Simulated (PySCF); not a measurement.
Se(OH)(OSiH3) (H4O2SeSi), SMILES O[Se]O[SiH3].

Geometry optimised at PBE-D3(BJ)/def2-SVP. The structure was generated by enumeration, and PubChem lists no compound with its InChIKey, so it may never have been made. One conformer was computed; it need not be the lowest.

These are PBE-D3(BJ)/def2-SVP (PySCF) values and carry that method's errors.

Frequencies are harmonic and unscaled.

| mode | ν (cm⁻¹) | IR (km/mol) | Raman (Å⁴/amu) | depolarisation | moving atoms (share of kinetic energy) |
|---|---|---|---|---|---|
| 1 | 80 | 0.3 | 0.6 | 0.57 | O 60 %, H 17 %, Si 16 % |
| 2 | 115 | 0.1 | 0.3 | 0.67 | H 85 %, O 11 % |
| 3 | 141 | 0.1 | 0.2 | 0.27 | Si 38 %, O 25 %, Se 20 %, H 16 % |
| 4 | 257 | 4.7 | 3.3 | 0.70 | O 76 %, Se 15 %, H 9 % |
| 5 | 475 | 56.7 | 7.4 | 0.57 | H 79 %, O 13 % |
| 6 | 536 | 77.2 | 17.3 | 0.33 | O 46 %, H 30 %, Se 16 % |
| 7 | 636 | 59.9 | 11.6 | 0.22 | O 79 %, Se 17 % |
| 8 | 683 | 49.8 | 15.9 | 0.70 | H 82 %, O 9 %, Si 8 % |
| 9 | 698 | 72.9 | 10.1 | 0.21 | H 71 %, O 19 %, Si 10 % |
| 10 | 828 | 214.4 | 2.2 | 0.72 | O 72 %, Si 26 % |
| 11 | 898 | 60.5 | 24.7 | 0.75 | H 96 % |
| 12 | 908 | 99.8 | 18.9 | 0.73 | H 95 % |
| 13 | 945 | 182.3 | 15.4 | 0.75 | H 92 % |
| 14 | 1059 | 48.0 | 4.5 | 0.63 | H 94 % |
| 15 | 2147 | 86.3 | 114.9 | 0.12 | H 97 % |
| 16 | 2167 | 108.5 | 131.8 | 0.21 | H 97 % |
| 17 | 2193 | 115.9 | 202.7 | 0.33 | H 96 % |
| 18 | 3650 | 57.0 | 57.8 | 0.23 | H 94 % |
